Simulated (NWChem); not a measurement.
System: TaOClF$_{2}$; SMILES [O]=[Ta]([F])([F])[Cl]

The following NWChem deck was run.

```
start job
memory heap 200 mb stack 900 mb global 1100 mb
geometry units angstroms noautoz
  Ta    -0.014662    -0.119516     0.000000
  O      1.604061    -0.652938     0.000000
  F     -0.803946    -0.803864     1.551987
  F     -0.803946    -0.803864    -1.551987
  Cl     0.027914     2.181143     0.000000
end
basis spherical
  * library def2-svp
end
ecp
  Ta library def2-ecp
end
dft
  xc becke97-2
  iterations 150
  mulliken
end
task dft energy
```

Structure relaxed at the PBE0/def2-SVP level. def2 effective core potentials on Ta; no spin-orbit coupling.

What results follow from this input? (B97-2/def2-SVP with def2 effective core potentials on Ta.) Quantities: energy (Ha); highest occupied level (eV); orbital gap (eV); dipole (D).


```
Quantity                       Value
---------------------------  -------
energy (Ha)                  -792.05
highest occupied level (eV)    -9.61
orbital gap (eV)                7.39
dipole (D)                      1.61
```
